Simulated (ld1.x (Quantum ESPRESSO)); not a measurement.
## nickel: RRKJ pseudisation with PBE, fully relativistic reference atom.

- Element: Ni (Z = 28)
- Generator: ld1.x (Quantum ESPRESSO) 7.5
- Type: norm-conserving RRKJ (Kleinman–Bylander form)
- Functional: PBE
- Relativity: fully relativistic
- Frozen core: [Ar]
- Valence charge: 10
- Reference configuration: 3d8 4s2 4p0
- Partial waves: 4s (bound): rc 2.20 bohr; 4p (bound, empty): rc 2.52 bohr; 3d (bound): rc 1.05 bohr
- Local potential: all-electron potential smoothed inside 1.95 bohr (lloc = -1)
- Core correction: none
- rho0: 0.001

Open shells are filled in proportion to 2j + 1 (rel_dist='average').

Poles of the logarithmic derivatives, all-electron (AE) and pseudo (PS). s: poles at 0.9 (AE) and 0.8, 3.1 (PS) Ry. p1/2: poles at 1.8 (AE) and 1.7 (PS) Ry. p3/2: poles at 1.8 (AE) and 1.7 (PS) Ry. d3/2: poles at -0.6, 3.6 (AE) and -0.6, 3.9 (PS) Ry. d5/2: poles at -0.6, 3.6 (AE) and -0.6, 3.9 (PS) Ry. Test radius 2.75 bohr.

- Cutoffs needed: 160 Ry and 230 Ry (the cutoffs (Ry, on a coarse ladder) from which the occupation-weighted sum of valence levels, in a spherical-Bessel basis at the reference potential, stays within 10 and 1 mRy of its value at 400 Ry)
- Ghost test: no extra level below or beside the all-electron valence levels (s, p1/2, p3/2, d3/2, d5/2, f tested) (spherical-Bessel basis up to 400 Ry, 20 bohr box)
- Largest excitation error: -254 meV (all-electron minus pseudo) for 3d7 4s2 4p1, out of 7 test configurations
